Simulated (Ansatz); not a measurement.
**Nudged elastic band run: H7NOSSi**

Input:

```yaml
crystal:
  periodic: [false, false, false]
  atoms:
    - { symbol: Si, position_ang: [-0.041335, -1.088463, -0.461673] }
    - { symbol: O, position_ang: [0.386009, 0.470542, -0.017006] }
    - { symbol: H, position_ang: [0.739055, -1.515115, -1.654333] }
    - { symbol: H, position_ang: [-1.489155, -0.952965, -0.739427] }
    - { symbol: "N", position_ang: [0.25298, -2.286638, 0.725553] }
    - { symbol: H, position_ang: [-0.277186, 2.421649, -0.410832] }
    - { symbol: S, position_ang: [-0.502444, 3.747481, -0.569005] }
    - { symbol: H, position_ang: [1.304306, 0.624663, 0.233589] }
    - { symbol: H, position_ang: [1.053781, -2.905418, 0.69521] }
    - { symbol: H, position_ang: [-0.257408, -2.355724, 1.597996] }
    - { symbol: H, position_ang: [-1.168705, 3.84009, 0.599829] }
basis:
  gaussian: { orbitals: def2-SVP }
hamiltonian:
  xc: cam_b3lyp
neb:
  order_check: false
  images: 9
  f_tol: 0.2
  max_iterations: 60
  final_atoms:
    - { symbol: Si, position_ang: [-0.43909886, -0.70998996, -1.10183408] }
    - { symbol: O, position_ang: [-0.19750596, 1.53972162, 1.55562766] }
    - { symbol: H, position_ang: [-0.09638039, -1.59647862, -2.2478351] }
    - { symbol: H, position_ang: [-1.85878735, -0.93174751, -0.72430895] }
    - { symbol: "N", position_ang: [0.46119042, -1.0352022, 0.37168362] }
    - { symbol: H, position_ang: [0.62811447, 1.98070591, 1.79186611] }
    - { symbol: S, position_ang: [0.01485397, 1.26638867, -1.74439281] }
    - { symbol: H, position_ang: [0.06651406, 0.61538316, 1.36381399] }
    - { symbol: H, position_ang: [1.4759782, -1.0642742, 0.29358128] }
    - { symbol: H, position_ang: [0.14326232, -1.82324444, 0.9333869] }
    - { symbol: H, position_ang: [-0.19824288, 1.75883957, -0.49168763] }
  initial_path:
    images:
      - { positions_ang: [[-0.041335, -1.088463, -0.461673], [0.386009, 0.470542, -0.017006], [0.739055, -1.515115, -1.654333], [-1.489155, -0.952965, -0.739427], [0.25298, -2.286638, 0.725553], [-0.277186, 2.421649, -0.410832], [-0.502444, 3.747481, -0.569005], [1.304306, 0.624663, 0.233589], [1.053781, -2.905418, 0.69521], [-0.257408, -2.355724, 1.597996], [-1.168705, 3.84009, 0.599829]] }
      - { positions_ang: [[-0.1005931, -0.94363016, -0.44117507], [0.48894778, 0.5308838, 0.15517643], [0.66638573, -1.31609005, -1.64711419], [-1.51821569, -0.79539551, -0.53877528], [0.20562011, -2.21179685, 0.64166711], [-0.11659238, 2.29492323, -0.29415827], [-0.52542363, 3.39970633, -0.69273698], [1.4086643, 0.62207584, 0.31933944], [1.01116689, -2.81136031, 0.56950081], [-0.27190115, -2.32369463, 1.51976869], [-1.24816088, 3.5544803, 0.40840831]] }
      - { positions_ang: [[-0.1598512, -0.79879732, -0.42067714], [0.59188655, 0.5912256, 0.32735887], [0.59371647, -1.1170651, -1.63989538], [-1.54727637, -0.63782602, -0.33812355], [0.15826022, -2.13695571, 0.55778122], [0.04400124, 2.16819746, -0.17748455], [-0.54840326, 3.05193167, -0.81646895], [1.5130226, 0.61948869, 0.40508987], [0.96855279, -2.71730261, 0.44379163], [-0.2863943, -2.29166526, 1.44154137], [-1.32761675, 3.2688706, 0.21698762]] }
      - { positions_ang: [[-0.2191093, -0.65396447, -0.40017922], [0.69482533, 0.6515674, 0.4995413], [0.5210472, -0.91804015, -1.63267657], [-1.57633706, -0.48025653, -0.13747183], [0.11090033, -2.06211456, 0.47389533], [0.20459486, 2.04147169, -0.06081082], [-0.57138288, 2.704157, -0.94020093], [1.6173809, 0.61690153, 0.49084031], [0.92593868, -2.62324492, 0.31808244], [-0.30088744, -2.25963588, 1.36331406], [-1.40707263, 2.9832609, 0.02556694]] }
      - { positions_ang: [[-0.27836739, -0.50913163, -0.37968129], [0.79776411, 0.7119092, 0.67172374], [0.44837794, -0.7190152, -1.62545776], [-1.60539774, -0.32268704, 0.06317989], [0.06354044, -1.98727342, 0.39000944], [0.36518848, 1.91474592, 0.0558629], [-0.59436251, 2.35638234, -1.06393291], [1.7217392, 0.61431438, 0.57659075], [0.88332457, -2.52918723, 0.19237325], [-0.31538059, -2.22760651, 1.28508675], [-1.48652851, 2.69765119, -0.16585375]] }
      - { positions_ang: [[-0.33762549, -0.36429879, -0.35918336], [0.90070288, 0.772251, 0.84390617], [0.37570867, -0.51999025, -1.61823896], [-1.63445843, -0.16511755, 0.26383162], [0.01618055, -1.91243227, 0.30612355], [0.52578211, 1.78802015, 0.17253663], [-0.61734214, 2.00860767, -1.18766489], [1.82609751, 0.61172722, 0.66234118], [0.84071047, -2.43512953, 0.06666406], [-0.32987374, -2.19557714, 1.20685944], [-1.56598439, 2.41204149, -0.35727444]] }
      - { positions_ang: [[-0.35792017, -0.43343702, -0.50771351], [0.68106111, 0.92574513, 0.98625047], [0.28129086, -0.73528792, -1.74415818], [-1.67932421, -0.31844354, 0.0662035], [0.10518253, -1.73698626, 0.31923556], [0.54624858, 1.8265573, 0.49640252], [-0.49090292, 1.86016387, -1.29901047], [1.47418082, 0.61245841, 0.80263574], [0.96776401, -2.16095847, 0.11204751], [-0.23524653, -2.1211106, 1.15216493], [-1.29243608, 2.28140111, -0.38415708]] }
      - { positions_ang: [[-0.37821484, -0.50257526, -0.65624365], [0.46141934, 1.07923925, 1.12859477], [0.18687305, -0.9505856, -1.87007741], [-1.72419, -0.47176954, -0.13142461], [0.1941845, -1.56154024, 0.33234758], [0.56671505, 1.86509445, 0.82026842], [-0.3644637, 1.71172007, -1.41035605], [1.12226413, 0.6131896, 0.9429303], [1.09481756, -1.8867874, 0.15743095], [-0.14061932, -2.04664406, 1.09747042], [-1.01888778, 2.15076072, -0.41103972]] }
      - { positions_ang: [[-0.39850951, -0.57171349, -0.80477379], [0.24177758, 1.23273337, 1.27093907], [0.09245524, -1.16588327, -1.99599664], [-1.76905578, -0.62509553, -0.32905272], [0.28318647, -1.38609423, 0.34545959], [0.58718152, 1.90363161, 1.14413432], [-0.23802447, 1.56327627, -1.52170164], [0.77034744, 0.61392079, 1.08322487], [1.22187111, -1.61261633, 0.2028144], [-0.0459921, -1.97217752, 1.04277591], [-0.74533948, 2.02012034, -0.43792236]] }
      - { positions_ang: [[-0.41880419, -0.64085172, -0.95330394], [0.02213581, 1.3862275, 1.41328337], [-0.00196257, -1.38118095, -2.12191587], [-1.81392157, -0.77842152, -0.52668083], [0.37218845, -1.21064821, 0.35857161], [0.607648, 1.94216876, 1.46800022], [-0.11158525, 1.41483247, -1.63304722], [0.41843075, 0.61465197, 1.22351943], [1.34892465, -1.33844526, 0.24819784], [0.04863511, -1.89771098, 0.98808141], [-0.47179118, 1.88947995, -0.464805]] }
      - { positions_ang: [[-0.43909886, -0.70998996, -1.10183408], [-0.19750596, 1.53972162, 1.55562766], [-0.09638039, -1.59647862, -2.2478351], [-1.85878735, -0.93174751, -0.72430895], [0.46119042, -1.0352022, 0.37168362], [0.62811447, 1.98070591, 1.79186611], [0.01485397, 1.26638867, -1.74439281], [0.06651406, 0.61538316, 1.36381399], [1.4759782, -1.0642742, 0.29358128], [0.14326232, -1.82324444, 0.9333869], [-0.19824288, 1.75883957, -0.49168763]] }
```

Run as:

```bash
$ ansatz run input.yaml --threads 4 --pin off --max-ram 5120MiB --backend cpu --events-out ev --progress --plain --runs-dir out
```

Output, in part (warnings, iteration lines, the closing report on the highest movable image, with atoms numbered from 0):

```
NEB end point (image 0): max|allowed force component| = 2.478e-2 eV/Å (the criterion of neb.relax_end_points is 4.000e-2)
NEB end point (image 10): max|allowed force component| = 7.855e-3 eV/Å (the criterion of neb.relax_end_points is 4.000e-2)
NEB iter   1: max|band force component| = 1.934e1 eV/Å  barrier→ = 4.3311 eV  barrier← = 4.0751 eV  Δτ_max = 0.2000 Å  (284 SCF iters)
NEB iter   2: max|band force component| = 2.751e0 eV/Å  barrier→ = 1.8857 eV  barrier← = 1.6298 eV  Δτ_max = 0.2000 Å  (272 SCF iters)
NEB iter   3: max|band force component| = 3.027e0 eV/Å  barrier→ = 1.7293 eV  barrier← = 1.4734 eV  Δτ_max = 0.1030 Å  (275 SCF iters)
NEB iter   4: max|band force component| = 1.104e0 eV/Å  barrier→ = 1.4300 eV  barrier← = 1.1740 eV  Δτ_max = 0.1008 Å  (257 SCF iters)
NEB iter   5: max|band force component| = 5.796e-1 eV/Å  barrier→ = 1.3862 eV  barrier← = 1.1302 eV  Δτ_max = 0.1010 Å  (256 SCF iters)
NEB iter   6: max|band force component| = 1.273e0 eV/Å  barrier→ = 1.3666 eV  barrier← = 1.1107 eV  Δτ_max = 0.0504 Å  (251 SCF iters)
NEB iter   7: max|band force component| = 6.670e-1 eV/Å  barrier→ = 1.3521 eV  barrier← = 1.0962 eV  Δτ_max = 0.0503 Å  (246 SCF iters)
NEB iter   8: max|band force component| = 4.833e-1 eV/Å  barrier→ = 1.3289 eV  barrier← = 1.0729 eV  CI = image 6  Δτ_max = 0.0504 Å  (240 SCF iters)
NEB iter   9: max|band force component| = 6.148e-1 eV/Å  barrier→ = 1.3441 eV  barrier← = 1.0882 eV  CI = image 6  Δτ_max = 0.0253 Å  (242 SCF iters)
NEB iter  10: max|band force component| = 6.440e-1 eV/Å  barrier→ = 1.3579 eV  barrier← = 1.1020 eV  CI = image 6  Δτ_max = 0.0502 Å  (240 SCF iters)
NEB iter  11: max|band force component| = 6.776e-1 eV/Å  barrier→ = 1.3787 eV  barrier← = 1.1227 eV  CI = image 6  Δτ_max = 0.0252 Å  (241 SCF iters)
NEB iter  12: max|band force component| = 6.185e-1 eV/Å  barrier→ = 1.3869 eV  barrier← = 1.1309 eV  CI = image 6  Δτ_max = 0.0502 Å  (238 SCF iters)
NEB iter  13: max|band force component| = 4.883e-1 eV/Å  barrier→ = 1.3959 eV  barrier← = 1.1399 eV  CI = image 6  Δτ_max = 0.1009 Å  (237 SCF iters)
NEB iter  14: max|band force component| = 5.479e-1 eV/Å  barrier→ = 1.4088 eV  barrier← = 1.1529 eV  CI = image 6  Δτ_max = 0.0501 Å  (248 SCF iters)
NEB iter  15: max|band force component| = 2.244e-1 eV/Å  barrier→ = 1.3972 eV  barrier← = 1.1413 eV  CI = image 6  Δτ_max = 0.0692 Å  (233 SCF iters)
NEB iter  16: max|band force component| = 3.478e-1 eV/Å  barrier→ = 1.4068 eV  barrier← = 1.1508 eV  CI = image 6  Δτ_max = 0.0345 Å  (234 SCF iters)
NEB iter  17: max|band force component| = 2.268e-1 eV/Å  barrier→ = 1.4099 eV  barrier← = 1.1540 eV  CI = image 6  Δτ_max = 0.0689 Å  (233 SCF iters)
NEB iter  18: max|band force component| = 2.245e-1 eV/Å  barrier→ = 1.4173 eV  barrier← = 1.1614 eV  CI = image 6  Δτ_max = 0.0686 Å  (236 SCF iters)
NEB iter  19: max|band force component| = 3.481e-1 eV/Å  barrier→ = 1.4151 eV  barrier← = 1.1591 eV  CI = image 6  Δτ_max = 0.0348 Å  (224 SCF iters)
NEB iter  20: max|band force component| = 1.170e-1 eV/Å  barrier→ = 1.4140 eV  barrier← = 1.1581 eV  CI = image 6  Δτ_max = 0.0000 Å  (467 SCF iters)
Total energy: -22354.79056275 eV, -821.5234005596 hartree
Atom 0 at    -0.297156    -0.314741    -0.371494 Å, force     0.037209    -0.111736    -0.001615 eV/Å
Atom 1 at     0.569795     0.807573     0.854523 Å, force     0.006652     0.116788    -0.043534 eV/Å
Atom 2 at     0.234178    -0.626434    -1.720614 Å, force    -0.003046     0.001316     0.017862 eV/Å
Atom 3 at    -1.742624    -0.308922    -0.057410 Å, force     0.010650     0.019124    -0.005352 eV/Å
Atom 4 at     0.429844    -1.691172     0.463464 Å, force    -0.045427     0.036446    -0.021736 eV/Å
Atom 5 at     0.562385     1.679578     0.274861 Å, force     0.028985    -0.124385     0.067685 eV/Å
Atom 6 at    -0.482893     2.048124    -1.305055 Å, force    -0.037740     0.024020     0.024329 eV/Å
Atom 7 at     1.428118     0.440379     1.131216 Å, force    -0.018146     0.026083    -0.011526 eV/Å
Atom 8 at     0.725647    -2.477123    -0.106819 Å, force    -0.003934     0.008169     0.017155 eV/Å
Atom 9 at     0.073944    -2.019510     1.357639 Å, force     0.016173    -0.004402    -0.023543 eV/Å
Atom 10 at    -1.501341     2.462350    -0.520411 Å, force     0.008623     0.008577    -0.019724 eV/Å
Dipole moment:     0.353010    -0.488161     0.659474 e Å
```

The run converged. The threshold of 0.2 eV/Å is loose, so the images may lie well off the minimum-energy path. Another band between the same ends (9 images) ends at a top of the same energy, where a vibrational analysis finds 1 clearly imaginary mode. The orbitals stay closed-shell, which can raise the energy where a bond breaks towards radicals; this wasn't checked here.

Final band (atoms are numbered from 1 in the order of the input):

```json
{"image": "0", "path coordinate (Å)": "0.00", "energy (kcal/mol)": "0.0", "Si1–O2 (Å)": "1.68", "H6–S7 (Å)": "1.35", "Si1–S7 (Å)": "4.86"}
{"image": "1", "path coordinate (Å)": "0.83", "energy (kcal/mol)": "0.0", "Si1–O2 (Å)": "1.68", "H6–S7 (Å)": "1.35", "Si1–S7 (Å)": "4.64"}
{"image": "2", "path coordinate (Å)": "1.67", "energy (kcal/mol)": "0.1", "Si1–O2 (Å)": "1.68", "H6–S7 (Å)": "1.35", "Si1–S7 (Å)": "4.37"}
{"image": "3", "path coordinate (Å)": "2.50", "energy (kcal/mol)": "0.2", "Si1–O2 (Å)": "1.68", "H6–S7 (Å)": "1.35", "Si1–S7 (Å)": "4.09"}
{"image": "4", "path coordinate (Å)": "3.34", "energy (kcal/mol)": "1.0", "Si1–O2 (Å)": "1.68", "H6–S7 (Å)": "1.35", "Si1–S7 (Å)": "3.67"}
{"image": "5", "path coordinate (Å)": "4.17", "energy (kcal/mol)": "10.4", "Si1–O2 (Å)": "1.71", "H6–S7 (Å)": "1.39", "Si1–S7 (Å)": "3.04"}
{"image": "6", "path coordinate (Å)": "5.01", "energy (kcal/mol)": "32.6", "Si1–O2 (Å)": "1.87", "H6–S7 (Å)": "1.93", "Si1–S7 (Å)": "2.55"}
{"image": "7", "path coordinate (Å)": "6.07", "energy (kcal/mol)": "24.5", "Si1–O2 (Å)": "2.56", "H6–S7 (Å)": "2.23", "Si1–S7 (Å)": "2.24"}
{"image": "8", "path coordinate (Å)": "7.12", "energy (kcal/mol)": "11.6", "Si1–O2 (Å)": "3.31", "H6–S7 (Å)": "2.58", "Si1–S7 (Å)": "2.17"}
{"image": "9", "path coordinate (Å)": "8.18", "energy (kcal/mol)": "8.4", "Si1–O2 (Å)": "3.47", "H6–S7 (Å)": "3.11", "Si1–S7 (Å)": "2.14"}
{"image": "10", "path coordinate (Å)": "9.24", "energy (kcal/mol)": "5.9", "Si1–O2 (Å)": "3.49", "H6–S7 (Å)": "3.66", "Si1–S7 (Å)": "2.13"}
```

The run took 6.3 min on 4 threads of Arm Neoverse N1, on a shared host, peak memory 0.27 GiB.
